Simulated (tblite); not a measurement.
Compound: C4H2FN2P.
SMILES: `N#Cc1c[nH]c(F)p1`

Computed values, GFN2-xTB/tblite, gas phase, harmonic and unscaled. Against measured fundamentals such values can be off by several per cent, at times by over 20.

Harmonic wavenumbers (cm⁻¹): 106.5, 133.4, 261.8, 337.1, 410.5, 410.6, 487.1, 500.0, 552.0, 607.4, 651.0, 732.1, 755.1, 758.6, 1080.2, 1146.5, 1190.1, 1275.2, 1312.1, 1424.2, 1500.4, 2367.5, 3139.6, 3423.6.

A = 4967, B = 1157, C = 938.1 MHz; mass 127.994 u (most abundant isotopes); point group Cs, symmetry number 1.

What is the zero-point energy?

Half the sum of the wavenumbers: 12281 cm⁻¹ = 146.92 kJ/mol.

Give the ideal-gas entropy at 273.15 K and 1 bar in the rigid-rotor, harmonic-oscillator model (classical rotation).

Translation 167.55, rotation 118.07, vibration 54.59: S = 340.2 J/(mol K).

And Cp and H(273.15 K) − H(0)?

Cp = 106.90 J/(mol K), of which vibrations give 73.64 (their classical limit is 24 R = 199.5); H(273.15 K) − H(0) = 18.08 kJ/mol without the zero-point energy, 9.00 from vibrations.

Blend soft modes into free rotors: weight 1/[1 + (100 cm⁻¹/ν̃)⁴] for the oscillator and the rest for a rotor with moment μB/(μ + B), μ = h/(8π²ν), B = 10⁻⁴⁴ kg m². What vibrational entropy results?

53.58 J/(mol K) in place of 54.59, which changes −T·S at 273.15 K by +0.28 kJ/mol.

What must be added to the electronic energy to get the Gibbs energy at 273.15 K and 1 bar?

ZPE + [H(273.15 K) − H(0)] − T·S = 146.92 + 18.08 − 92.93 = 72.07 kJ/mol.

Which modes carry the vibrational entropy at 273.15 K?

106.5 cm⁻¹: 13.23; 133.4 cm⁻¹: 11.42; 261.8 cm⁻¹: 6.27; 337.1 cm⁻¹: 4.55; 410.5 cm⁻¹: 3.35; 410.6 cm⁻¹: 3.35 J/(mol K); the other 18 give 12.41 together.

Hindered rotation and anharmonicity are outside this model.
